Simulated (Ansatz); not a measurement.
One change: `O=C/N=C\[SiH3]` becomes `N=C[SiH3]`.

Ansatz, PBE0-D4/def2-TZVP geometries, multiplicity 1. Each molecule was computed in one conformer, which needn't be the lowest.

| property | `O=C/N=C\[SiH3]` |
| --- | --- |
| LUMO energy (PBE/def2-TZVPP) / eV | -3.18 |
| LUMO energy (B3LYP/def2-TZVPP) / eV | -2.36 |
| HOMO energy (PBE0/def2-TZVPP) / eV | -7.55 |
| HOMO–LUMO gap (PBE/def2-TZVPP) / eV | 2.93 |
| ideal-gas entropy at 298 K and 1 bar (rigid rotor, harmonic PBE0-D4/def2-TZVP) / J/(mol·K) | 337 |
| zero-point energy (PBE0-D4/def2-TZVP) / kJ/mol | 171.1 |

(1) Give the same properties after the change, and the shifts. (Best estimate.)

## Answers

(1) The calculation gave: 
| property | `N=C[SiH3]` | shift |
| --- | --- | --- |
| LUMO energy (PBE/def2-TZVPP) / eV | -2.07 | 1.11 |
| LUMO energy (B3LYP/def2-TZVPP) / eV | -1.20 | 1.16 |
| HOMO energy (PBE0/def2-TZVPP) / eV | -7.46 | 0.09 |
| HOMO–LUMO gap (PBE/def2-TZVPP) / eV | 3.93 | 1.00 |
| ideal-gas entropy at 298 K and 1 bar (rigid rotor, harmonic PBE0-D4/def2-TZVP) / J/(mol·K) | 287 | -50 |
| zero-point energy (PBE0-D4/def2-TZVP) / kJ/mol | 145.2 | -25.9 |

With PBE0 the HOMO rises by 0.09 eV and the LUMO rises by 1.17 eV, so the gap widens by about 1.08 eV. PBE moves the HOMO by 0.11 eV and ωB97M-V by 0.06 eV. The zero-point energy changes by -25.9 kJ/mol with -6 modes. Modes under 60 cm⁻¹, often nearly free rotors, make the harmonic entropy too high.

B3LYP here is the variant with VWN-RPA as its local correlation; programs differ in this.
